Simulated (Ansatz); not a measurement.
Consider the redistribution: `[BH2][GaH][F]` + `CNBO` → `[BH2][GaH][OH]` + `CNBF`.

Program: Ansatz. Geometries: PBE0-D4/def2-TZVP. ΔE: electronic, gas phase. CCSD(T)/CBS adds triple-zeta CCSD(T) − MP2 to the extrapolated MP2 energy (def2 sets, frozen cores). This one scheme is used for every species. For Ga outer-core shells are correlated without core-valence functions, which leaves a few kJ/mol of doubt a bond. Scalar relativity is left out up to krypton. Each species was taken in one conformer, which may not be the lowest.

`[BH2][GaH][F]`:

```xyz
6

B    -1.122   -0.165    0.061
Ga    0.925    0.197    0.100
F     1.739   -0.274   -1.400
H    -1.580   -1.207    0.429
H    -1.895    0.659   -0.330
H     1.933    0.790    1.139
```

`CNBO`:

Z-matrix (Å, degrees):
```
C
N 1 1.440
H 1 1.095 2 112.0
H 1 1.091 2 109.1 3 119.3
H 1 1.095 2 112.0 3 -121.5
B 2 1.395 1 126.3 3 -119.4
H 2 1.009 1 115.2 3 60.6
O 6 1.374 2 118.7 1 -180.0
H 6 1.203 2 119.7 1 0.0
H 8 0.957 6 112.4 2 -180.0
```

`[BH2][GaH][OH]`:

```xyz
7

B    -0.481    1.197    0.497
Ga   -0.101   -0.464   -0.701
O     1.033   -1.737   -0.131
H     0.173    2.196    0.420
H    -1.372    1.210    1.297
H    -0.669   -0.829   -2.114
H     1.417   -1.572    0.732
```

`CNBF`:

Z-matrix (Å, degrees):
```
C
N 1 1.443
H 1 1.094 2 111.7
H 1 1.090 2 109.1 3 119.3
H 1 1.094 2 111.7 3 -121.4
B 2 1.388 1 126.0 3 -119.3
H 2 1.009 1 115.3 3 60.7
F 6 1.340 2 119.2 1 -180.0
H 6 1.197 2 121.7 1 0.0
```

| species | CCSD(T)/CBS(def2) energy (Eh) |
| --- | --- |
| `[BH2][GaH][F]` | -2050.32373 |
| `CNBO` | -196.42143 |
| `[BH2][GaH][OH]` | -2026.29567 |
| `CNBF` | -220.44549 |

(1) Work out ΔE.

Largest T1 diagnostic among the species: 0.015.

Answers

(1) ΔE = (-2026.29567) + (-220.44549) − (-2050.32373) − (-196.42143) = 0.00400 Eh = +2.5 kcal/mol.

Leaving LDA and LC-ωPBE aside and taking each functional with its dispersion term where it has one, the values, not all of them listed here, spread over 0.7 kcal/mol, from r2SCAN-D4 to BHLYP-D4. At CCSD(T), def2-SVP lies +1.9 kcal/mol from the extrapolated value and def2-TZVPP +0.0 kcal/mol.
